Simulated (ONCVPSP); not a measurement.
# boron (B), ONCV: configuration errors across variants

- Element: boron (B)
- Generator: ONCVPSP 4.0.1
- Type: optimised norm-conserving Vanderbilt (ONCV)
- Functional: PBE
- Relativity: scalar-relativistic
- Frozen core: [He]
- Valence charge: 3
- Reference configuration: 2s1.75 2p1.25
- Partial waves: 2s: rc 1.50 bohr, ncon 4, nbas 9, qcut 4.3 1/bohr, 3 projectors, debl 2.5 Ha; 2p: rc 2.95 bohr, ncon 4, nbas 8, qcut 4.3 1/bohr, 2 projectors, debl 1.9 Ha
- Local potential: polynomial inside 1.00 bohr (lpopt 5, dvloc0 -1 Ha)
- Core correction: Teter function fitted to the true core (icmod 2), fcfact 0.25

All-electron excitation energies from the reference (eV): (1) 2s2 2p1 -1.460; (2) 2s2 2p0 6.759; (3) 2s1 2p0 32.182; (4) 2s0 2p3 10.261.

A true bound ghost makes a file unfit for plane-wave use even where its test errors are small: the radial tests pick states by their node count and pass the ghost by.

Errors AE − PS in meV (a dash: test not solved or not reliable):

```tsv
change	(1)	(2)	(3)	(4)	bound ghosts	GHOST(+) flags above zero
base	-1.3	+112	+367	-65	none	none
s: debl 0.6	-1.3	+112	+367	-65	s	none
s: debl 1.05	-1.3	+112	+367	-65	none	s
s: debl 1.4	-1.3	+112	+367	-65	none	s
s: debl 2.45	-1.3	+112	+367	-65	none	none
s: debl 3.1	-1.3	+112	+367	-65	none	none
s: debl 4.5	-1.3	+112	+367	-65	none	none
```

**Question.** Give the same row for: s: debl 0.4.

**Answer.** -1.3, +112, +367, -65; bound ghosts: s; GHOST(+) flags above zero: none.
